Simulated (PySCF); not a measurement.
Species: B2Cl3GeH3.
Atom-mapped SMILES: `[BH2:1][Ge@H:2]([Cl:3])[B:4]([Cl:5])[Cl:6]` (hydrogens: H7, H8 on B1; H9 on Ge2)

Cartesian coordinates in Å at the PBE0-D3(BJ)/def2-SVP level; atoms count from 1:
```
atom  x, y, z in Å
B1    -1.0427    0.1783    0.2903
Ge2    0.6536    0.7028   -0.7366
Cl3    0.3567    0.5325   -2.8903
B4     2.2874   -0.4704   -0.2381
Cl5    2.8354   -0.4418    1.4218
Cl6    3.1024   -1.4747   -1.3968
H7    -2.0416   -0.1735   -0.2836
H8    -1.0203    0.2153    1.4967
H9     1.0136    2.1812   -0.4689
```

Computed with PBE0-D3(BJ)/def2-SVP geometry optimisation, gas phase in PySCF 2.14.0.

Take the most abundant isotopes and a rigid rotor. The values belong to one conformer with, in the numbering `[BH2:1][Ge@H:2]([Cl:3])[B:4]([Cl:5])[Cl:6]`, H–B1–Ge2–Cl3 0° and 179°, B1–Ge2–B4–Cl5 -61°.

**Question.** What are A, B and C (MHz)?

**Answer.** Ia = 308.69, Ib = 565.45, Ic = 809.33 u·Å²; 505379 MHz·u·Å²/I gives A = 1637, B = 893.8, C = 624.4 MHz.

**Question.** What kind of rotor is it?

**Answer.** An asymmetric top; Ray's κ = -0.468.

**Question.** Is it planar, by Δ = Ic − Ia − Ib?

**Answer.** Not planar: Δ = Ic − Ia − Ib = -64.82 u·Å². For a rigid frame Δ = −2 Σ m c², so Σ m c² = 32.41 u·Å² lies off the ab plane: 8.19 from hydrogen and 24.22 from heavier atoms. The atom farthest from that plane is 1.97 Å away.

**Question.** Give the other two planar moments, Paa and Pbb, and the rms extents of the mass along the axes.

**Answer.** Paa = Σ m a² = (Ib + Ic − Ia)/2 = 533.04 and Pbb = Σ m b² = (Ia + Ic − Ib)/2 = 276.29 u·Å². With the mass M = 203.87 u, the rms extents √(P/M) along a, b and c are 1.62, 1.16, 0.40 Å.

**Question.** List the rotational levels J(Ka,Kc) to J = 5 (MHz).

**Answer.** Above 0(0,0):
J = 1: 1(0,1) 1518, 1(1,1) 2262, 1(1,0) 2531
J = 2: 2(0,2) 4494, 2(1,2) 5029, 2(1,1) 5837, 2(2,1) 8067, 2(2,0) 8128
J = 3: 3(0,3) 8823, 3(1,3) 9145, 3(1,2) 10752, 3(2,2) 12621, 3(2,1) 12908, 3(3,1) 17046, 3(3,0) 17055
J = 4: 4(0,4) 14413, 4(1,4) 14579, 4(1,3) 17212, 4(2,3) 18646, 4(2,2) 19414, 4(3,2) 23219, 4(3,1) 23279, 4(4,1) 29279, 4(4,0) 29280
J = 5: 5(0,5) 21229, 5(1,5) 21305, 5(1,4) 25119, 5(2,4) 26103, 5(2,3) 27638, 5(3,3) 30943, 5(3,2) 31169, 5(4,2) 37005, 5(4,1) 37014, 5(5,1) 44783, 5(5,0) 44783

**Question.** Which lines would a microwave search look for?

**Answer.** The dipole components are |μa| = 1.13 D, |μb| = 1.75 D, |μc| = 0.29 D. Intensities carry the squares of the components, which stand as 0.41 : 1.00 : 0.03 (a : b : c). Some lines, for components of 0.1 D or more:

```json
{"type": "c", "branch": "Q", "J(Ka,Kc)": "1(1,1) ← 1(0,1)", "MHz": "743", "lower level (cm⁻¹)": "0.051"}
{"type": "a", "branch": "Q", "J(Ka,Kc)": "2(1,1) ← 2(1,2)", "MHz": "808", "lower level (cm⁻¹)": "0.168"}
{"type": "b", "branch": "Q", "J(Ka,Kc)": "2(1,1) ← 2(0,2)", "MHz": "1343", "lower level (cm⁻¹)": "0.150"}
{"type": "a", "branch": "R", "J(Ka,Kc)": "1(0,1) ← 0(0,0)", "MHz": "1518", "lower level (cm⁻¹)": "0.000"}
{"type": "c", "branch": "Q", "J(Ka,Kc)": "2(2,1) ← 2(1,1)", "MHz": "2230", "lower level (cm⁻¹)": "0.195"}
{"type": "b", "branch": "R", "J(Ka,Kc)": "2(0,2) ← 1(1,1)", "MHz": "2232", "lower level (cm⁻¹)": "0.075"}
{"type": "b", "branch": "R", "J(Ka,Kc)": "1(1,1) ← 0(0,0)", "MHz": "2262", "lower level (cm⁻¹)": "0.000"}
{"type": "b", "branch": "Q", "J(Ka,Kc)": "2(2,0) ← 2(1,1)", "MHz": "2291", "lower level (cm⁻¹)": "0.195"}
{"type": "c", "branch": "R", "J(Ka,Kc)": "1(1,0) ← 0(0,0)", "MHz": "2531", "lower level (cm⁻¹)": "0.000"}
{"type": "a", "branch": "R", "J(Ka,Kc)": "2(1,2) ← 1(1,1)", "MHz": "2767", "lower level (cm⁻¹)": "0.075"}
{"type": "b", "branch": "R", "J(Ka,Kc)": "2(1,2) ← 1(0,1)", "MHz": "3510", "lower level (cm⁻¹)": "0.051"}
{"type": "c", "branch": "R", "J(Ka,Kc)": "2(1,1) ← 1(0,1)", "MHz": "4318", "lower level (cm⁻¹)": "0.051"}
{"type": "b", "branch": "R", "J(Ka,Kc)": "2(2,1) ← 1(1,0)", "MHz": "5536", "lower level (cm⁻¹)": "0.084"}
{"type": "c", "branch": "R", "J(Ka,Kc)": "2(2,0) ← 1(1,0)", "MHz": "5597", "lower level (cm⁻¹)": "0.084"}
{"type": "c", "branch": "R", "J(Ka,Kc)": "2(2,1) ← 1(1,1)", "MHz": "5805", "lower level (cm⁻¹)": "0.075"}
{"type": "b", "branch": "R", "J(Ka,Kc)": "2(2,0) ← 1(1,1)", "MHz": "5866", "lower level (cm⁻¹)": "0.075"}
```

**Question.** Estimate the classical rotational partition function at 10 K, 25 K and 100 K.

**Answer.** Point group C1, symmetry number σ = 1; q = (√π/σ)·√((kT/h)³/(ABC)), k/h = 20836.6 MHz/K: 5580 at 10 K, 22000 at 25 K, 176000 at 100 K.

Not checked by PBE0-D3(BJ)/def2-SVP frequencies. Zero-point vibration and centrifugal distortion are left out. Quadrupole hyperfine structure (11B, 35Cl) is left out.

The run took 2.5 min of wall time on one thread of an Arm Neoverse V1, shared host with 32 logical CPUs at a one-minute load of 26, and the process peaked at 0.55 GiB of memory. This is the geometry optimisation.
